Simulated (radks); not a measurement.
Exchange energies: the exact (Fock) value of the Kohn-Sham orbitals and density-functional approximations, as 100 (|E| - |E exact|)/|E exact|, negative where the magnitude is too small. Species: Mn [Ar] 3d5 4s2; Pd [Kr] 4d10; Tc+ [Kr] 4d5 5s1. Calculated with a radial shooting solver on a logarithmic mesh with Libxc functionals: non-relativistic Kohn-Sham, r2SCAN, spin-polarised, spherical densities, point nucleus; meta-GGA in the generalised Kohn-Sham scheme. Every spin shell is full or empty, so the densities are truly spherical. Functionals are evaluated on that one density, not self-consistently.

functional,Mn,Pd,Tc+
exact (hartree),-50.9188,-139.033,-124.257
LDA,-6.45,-4.98,-5.17
B88,+0.21,+0.07,+0.03
PBEsol,-2.79,-2.29,-2.40
RPBE,+0.10,-0.18,-0.21
G96,+0.38,+0.38,+0.33
APBE,+0.70,+0.38,+0.35
TPSS,+0.24,-0.20,-0.22
SCAN,+0.39,+0.22,+0.22
r2SCAN,+0.12,-0.05,-0.06
MS2,-0.03,-0.52,-0.52
MVS,+0.03,+0.11,+0.06
